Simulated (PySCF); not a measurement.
**Complete the spectrum of C3H11B2N**

Compound: C₃H₁₁B₂N.
Bonds: C1–B2, B2–N3, N3–B4, B4–C5, B4–C6. Hydrogens: H7, H8, H9 on C1; H10 on B2; H11 on N3; H12, H13, H14 on C5; H15, H16, H17 on C6.

Method used: TDDFT wB97X-D/def2-SVPD, vertical, gas phase, core orbitals frozen in the response in PySCF 2.14.0, density-fitted response routines. One conformer (not necessarily the lowest) at the PBE0-D3(BJ)/def2-SVP geometry, without solvent, vibrations or thermal averaging. Torsions of this conformer, `[CH3:1][BH:2][NH:3][B:4]([CH3:5])[CH3:6]`: C1–B2–N3–B4 -179°, B2–N3–B4–C5 180°.

Orbital energies (eV): HOMO-3 -11.52, HOMO-2 -10.72, HOMO-1 -10.67, HOMO -10.47, LUMO 1.36, LUMO+1 1.77, LUMO+2 2.44.

Lowest singlets, with some entries withheld (?).

```tsv
state	ν̃ (cm⁻¹)	f	main configurations (H = HOMO, L = LUMO)
S1	54520	0.0004	H→L (72%), H-2→L (19%)
S2	55910	0.0000	H-2→L (70%), H→L (18%)
S3	58760	?	H-1→L (95%)
S4	63990	0.016	H-3→L (88%)
S5	66650	?	H-1→L+1 (79%)
S6	66790	0.049	?
S7	?	0.0092	?
S8	71240	?	H-4→L (38%), H-2→L+4 (16%), H-6→L (14%)
S9	?	0.027	?
S10	74980	0.0055	H→L+4 (52%), H-4→L (23%)
```

(1) Supply the missing values.

(2) Where do the lowest triplets lie (Tamm–Dancoff)?

(3) Which level carries the most intensity, and what share of the listed sum of f?

(4) How far apart are S4 and S10, in eV and cm⁻¹?

## Answers

(1) 
- S3: f = 0.396
- S5: f = 0.017
- S6: H→L+1 (76%), H-1→L+1 (8%)
- S7: ν̃ = 69450 cm⁻¹; H-2→L+1 (71%), H-2→L+2 (13%)
- S8: f = 0.0015
- S9: ν̃ = 74830 cm⁻¹; H-3→L+1 (50%), H-2→L+2 (10%), H→L+2 (10%)

(2) T1 6.32 eV, H-1→L (91%); T2 6.36 eV, H→L (50%), H-2→L (33%); T3 6.49 eV, H-2→L (52%), H→L (31%), H→L+4 (12%); T4 7.48 eV, H-3→L (81%). E(S1) − E(T1) = +0.44 eV.

(3) S3, with f = 0.396 of 0.523, 76%.

(4) 9.297 − 7.934 = 1.363 eV, or about 10990 cm⁻¹.
